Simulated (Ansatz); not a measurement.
Cu₈Te₄. The state is a singlet with charge 0. Geometry PBE-D4/def2-SVP; atoms count from 1.

```xyz
12

Cu   -1.169   -1.872   -0.982
Cu    0.724    2.230   -0.584
Cu    1.746   -0.019   -0.500
Cu    0.878   -2.248    0.125
Cu   -1.746    0.019    0.500
Cu   -0.484    0.389   -1.707
Cu    0.484   -0.389    1.706
Cu   -0.433    1.890    1.441
Te   -1.912    2.283   -0.711
Te    2.182    1.533    1.504
Te    1.023   -1.568   -2.422
Te   -1.293   -2.247    1.628
```

In the def2 sets Te takes a core potential; there is no spin–orbit coupling. Single mean-field runs in def2-TZVP are fitted with def2-universal-jkfit. The structure comes from a short search, and lower isomers may exist.

Estimate the Mulliken populations from the PBE0/def2-TZVP orbitals of Ansatz.


```tsv
atom	charge (e)	d electrons
Cu1	0.11	9.86
Cu2	0.11	9.86
Cu3	-0.02	9.80
Cu4	0.11	9.86
Cu5	-0.02	9.80
Cu6	-0.02	9.80
Cu7	-0.02	9.80
Cu8	0.11	9.86
Te9	-0.09	–
Te10	-0.09	–
Te11	-0.09	–
Te12	-0.09	–
```
Mulliken values depend strongly on the basis.

And the Mayer bond orders between heavy atoms (over 0.3)?

Cu1–Te11 0.56 (2.64 Å); Cu1–Te12 0.56 (2.64 Å); Cu2–Te9 0.56 (2.64 Å); Cu2–Te10 0.56 (2.64 Å); Cu3–Te10 0.62 (2.57 Å); Cu3–Te11 0.62 (2.57 Å); Cu4–Te11 0.56 (2.64 Å); Cu4–Te12 0.56 (2.64 Å); Cu5–Te9 0.62 (2.57 Å); Cu5–Te12 0.62 (2.57 Å); Cu6–Te9 0.62 (2.57 Å); Cu6–Te11 0.62 (2.57 Å); Cu7–Te10 0.62 (2.57 Å); Cu7–Te12 0.62 (2.57 Å); Cu8–Te9 0.56 (2.64 Å); Cu8–Te10 0.56 (2.64 Å).
